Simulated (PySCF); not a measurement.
# Basis and Hamiltonian dependence of the ionisation energy of Mo⁺

Mo⁺ [Kr] 4d5 (6S) → Mo²⁺ [Kr] 4d4 (5D). All values are computed (PySCF 2.14, energy differences of UHF-based or UKS calculations, no spin-orbit coupling). Values in eV.

```
                                                                               basis    Hamiltonian  functions     UHF     LDA    PBE0  MP2 (valence)  CCSD(T) (valence)  CCSD(T) (valence and next inner shell)
                                def2-SVP with the def2 core potential (28 electrons)            ECP         31  15.072     n/a  16.248         15.533                n/a                                     n/a
                                                            cc-pVDZ-PP with ECP28MDF            ECP         38  15.142     n/a     n/a         15.670                n/a                                     n/a
                               def2-TZVP with the def2 core potential (28 electrons)            ECP         40  15.144     n/a  16.300         15.657                n/a                                     n/a
                                                        aug-cc-pVDZ-PP with ECP28MDF            ECP         54  15.140  16.674  16.308         15.717             15.793                                     n/a
                                                                         x2c-TZVPall  spin-free X2C         63  15.114     n/a     n/a         15.649                n/a                                     n/a
                                                            cc-pVTZ-PP with ECP28MDF            ECP         63  15.082     n/a  16.271         15.738                n/a                                     n/a
                                                                        ANO-RCC-VTZP  spin-free X2C         68  15.072  16.719  16.325         15.741             15.805                                  16.000
                                                                        x2c-TZVPPall  spin-free X2C         79  15.083  16.717  16.336         15.744             15.807                                  16.006
                                                        aug-cc-pVTZ-PP with ECP28MDF            ECP         88  15.082  16.638  16.270         15.746             15.810                                     n/a
                   x2c-TZVPPall with one added diffuse shell each of s, p, d, f type  spin-free X2C         95  15.083  16.717  16.336         15.747             15.811                                  16.011
                                                                      aug-cc-pVTZ-DK  spin-free X2C        102  15.065  16.708  16.311         15.733             15.797                                     n/a
                                                                        x2c-QZVPPall  spin-free X2C        111  15.059  16.704  16.312         15.741                n/a                                     n/a
aug-cc-pVTZ-PP with one added diffuse shell each of s, p, d, f, g type with ECP28MDF            ECP        113  15.082  16.638  16.270         15.746                n/a                                     n/a
                                                      aug-cc-pwCVTZ-PP with ECP28MDF            ECP        122  15.074  16.637  16.267         15.761                n/a                                     n/a
```

Frozen in the all-electron rows: valence: [Kr]; valence and next inner shell: [Ar] 3d10; with a core potential, the same shells as far as they lie outside it.

Between the lowest levels the reference is 16.16 ± 0.12 eV (semi-empirical (NIST evaluation); NIST Atomic Spectra Database, ionization energies); it includes spin-orbit coupling, which these numbers lack.
